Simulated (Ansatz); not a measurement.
`O[SiH](O)C[SiH2]F` + H–F → `O[SiH](O)CF` + `F[SiH3]`  (substitution at a C–Si bond)

Gas-phase electronic energies from Ansatz, PBE0-D4/def2-TZVP geometries. CCSD(T)/CBS is the MP2 limit (def2-TZVPP, def2-QZVPP) plus CCSD(T) − MP2 in def2-TZVPP, frozen cores. This one scheme is used for every species. Functionals use def2-TZVPP. B3LYP here is the variant with VWN-RPA as its local correlation; programs differ in this. Each species was taken in one conformer, which may not be the lowest.

(1) Is it downhill or uphill in electronic energy at CCSD(T)/CBS, and by how much? (Best estimate.)

(2) What do these levels give: PBE-D4, r2SCAN-D4, B3LYP-D4, r2SCAN, B3LYP, MP2/def2-QZVPP? (Estimate.)

Largest T1 diagnostic among the species: 0.011.

Answers

(1) Computed: Uphill: ΔE = +148.0 kJ/mol.

(2) Ansatz gave: PBE-D4 138.3, r2SCAN-D4 139.8, B3LYP-D4 132.1, r2SCAN 137.4, B3LYP 117.9, MP2/def2-QZVPP 158.9 kJ/mol.

In def2-TZVPP, CCSD(T) changes the Hartree–Fock value by +32.7 kJ/mol (the triples alone add +3.5 kJ/mol) and MP2 by +45.7 kJ/mol. The D4 term adds +14.2 kJ/mol with B3LYP and +7.9 kJ/mol with PBE0; it sums over pairs of atoms, weighted by their polarisabilities, and B3LYP, whose exchange is more repulsive, gets the larger term. From PBE to PBE0 (25 % exact exchange), in def2-TZVPP and without D4, ΔE moves by +7.0 kJ/mol.
